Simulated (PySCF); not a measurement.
Computed with PBE-D3(BJ)/def2-TZVP // CAM-B3LYP-D3(BJ)/def2-TZVP run with PySCF. Gas-phase values, no solvent. One relaxed conformer stands for a flexible species; it need not be the lowest. Excitations are Tamm–Dancoff values on a coarser integration grid. The basis has no diffuse functions, so Rydberg states are missing or too high.

Reference species (SMILES): `[InH]([NH2])[NH2]` (neutral, multiplicity 1).

| Property | Value |
|---|---|
| HOMO–LUMO gap | 4.16 eV |
| S1–T1 gap (TDA) | 0.40 eV |
| S1 excitation (TDA) | 4.31 eV |
| T1 excitation (TDA) | 3.91 eV |

Changed species: `[NH2][In]([NH2])[NH2]` (0 of 3 NH2 replaced by H; the reference has 1 of 3 NH2 replaced by H).

Question: Predict the effect on the HOMO–LUMO gap, S1–T1 gap (TDA), S1 excitation (TDA) and T1 excitation (TDA).

Answer: the HOMO–LUMO gap falls by 0.34 eV, to 3.82 eV; the S1–T1 gap (TDA) rises by 0.03 eV, to 0.43 eV; the S1 excitation (TDA) drops by 0.26 eV, to 4.05 eV; the T1 excitation (TDA) falls by 0.29 eV, to 3.62 eV.
